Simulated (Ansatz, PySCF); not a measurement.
Molecule: sum formula HSO, charge 0, multiplicity 2. It need not be the lowest isomer of its formula. 
Geometry from a B3LYP-D3(BJ)/def2-TZVP (Ansatz, a quantum-chemistry and plane-wave program) optimisation:
SMILES: [O]S
```xyz
3

S     -0.0571    -0.0058    -0.4675
O     -0.0376    -0.0366     1.0375
H      1.2152     0.3851    -0.8197
```
Charge 0, spin multiplicity 2.

Dipole moments at this geometry, in debye (magnitudes).

| level | program | dipole (D) |
|---|---|---|
| SVWN5/def2-TZVPD | Ansatz | 2.23 |
| BLYP/def2-TZVPD | Ansatz | 2.17 |
| revPBE/def2-TZVPD | Ansatz | 2.10 |
| r2SCAN/def2-TZVPD | Ansatz | 2.17 |
| B3LYP/def2-TZVPD | Ansatz | 2.28 |
| PBE0/def2-TZVPD | PySCF | 2.26 |
| BHLYP/def2-TZVPD | Ansatz | 2.38 |
| r2SCANh/def2-TZVPD | Ansatz | 2.22 |
| r2SCAN0/def2-TZVPD | Ansatz | 2.27 |
| PW6B95/def2-TZVPD | PySCF | 2.28 |
| M06-2X/def2-TZVPD | PySCF | ___ |
| HSE06/def2-TZVPD | Ansatz | 2.26 |
| wB97M-V/def2-TZVPD | Ansatz | 2.32 |
| CCSD(T)/aug-cc-pV(D+d)Z | Ansatz | ___ |

Some entries are withheld; supply them.


- M06-2X/def2-TZVPD, dipole (D): 2.40
- CCSD(T)/aug-cc-pV(D+d)Z, dipole (D): 2.30
